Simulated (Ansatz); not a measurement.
Mulliken charges of `F[C@@H]1C[Si@@H](F)O1` from r2SCAN/def2-TZVPP in Ansatz (PBE0-D4/def2-TZVP geometry).

| atom | x (Å) | y (Å) | z (Å) | charge (e) |
| --- | --- | --- | --- | --- |
| F1 | 1.527 | -1.481 | -0.394 | -0.217 |
| C2 | 1.006 | -0.405 | 0.268 | 0.370 |
| C3 | -0.505 | -0.578 | 0.517 | -0.285 |
| Si4 | -0.613 | 0.858 | -0.656 | 0.731 |
| F5 | -1.140 | 2.223 | -0.038 | -0.314 |
| O6 | 1.043 | 0.725 | -0.584 | -0.387 |
| H7 | 1.629 | -0.234 | 1.149 | 0.032 |
| H8 | -0.801 | -0.382 | 1.546 | 0.072 |
| H9 | -0.867 | -1.556 | 0.205 | 0.088 |
| H10 | -1.196 | 0.779 | -2.010 | -0.089 |

**Question.** By hand: the dipole of these point charges (1 e Å = 4.8032 D).

**Answer.** Σ q r = (-0.284, -0.256, 0.141) e Å, of length 0.408 e Å = 1.96 D.

**Question.** How does the dipole of the full density compare? (Best estimate.)

**Answer.** Ansatz gave: (-0.317, -0.153, 0.217) e Å, 1.99 D; the point charges give 0.98 times that, at 19° from its direction.

Point charges leave out the atoms' own dipoles, such as those of lone pairs, and Mulliken's split depends on the basis, so the two needn't agree.
